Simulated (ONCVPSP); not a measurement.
**Configuration tests for In (ONCV)**

```
Element                 : indium (In)
Generator               : ONCVPSP 4.0.1
Type                    : optimised norm-conserving Vanderbilt (ONCV)
Functional              : PBE
Relativity              : fully relativistic
Frozen core             : [Ar] 3d10
Valence charge          : 21
Reference configuration : 4s2 4p6 4d10 5s1.5 5p1.5
Partial waves           : 4s+5s: rc 1.50 bohr, ncon 4, nbas 8, qcut 7.9 1/bohr, 2 projectors; 4p+5p: rc 1.40 bohr, ncon 4, nbas 9, qcut 9.2 1/bohr, 2 projectors; 4d: rc 1.50 bohr, ncon 4, nbas 9, qcut 9.1 1/bohr, 2 projectors, debl 3.5 Ha
Local potential         : polynomial inside 1.15 bohr (lpopt 4, dvloc0 6 Ha)
Core correction         : none
```

Open shells are filled in proportion to 2j + 1.

Energies are relative to the spin-unpolarised reference configuration 4s2 4p6 4d10 5s1.5 5p1.5; without spin polarisation the order of configurations can differ from experiment.

| valence configuration | charge | ΔE all-electron (eV) | error AE − PS (meV) |
| --- | --- | --- | --- |
| 4s2 4p6 4d10 5s2 5p1 | 0 | -2.879 | 0.0 |
| 4s2 4p6 4d10 5s2 5p0 | +1 | 2.496 | +0.4 |
| 4s2 4p5 4d10 5s2 5p1 | +1 | 82.900 | -54 |

(1) What are ΔE and the potential's error for 4s2 4p6 4d10 5s1 5p0?

Levels in the configuration 4s2 4p6 4d10 5s2 5p0:

```
   level  all-electron (eV)  pseudo (eV)
4s j=1/2           -127.042     -127.038
4p j=3/2            -83.502      -83.499
4p j=1/2            -90.148      -90.143
4d j=5/2            -25.723      -25.724
4d j=3/2            -26.585      -26.585
5s j=1/2            -14.923      -14.923
```

## Answers

(1) ΔE = 21.731 eV all-electron; the error (AE − PS) is +0.2 meV.
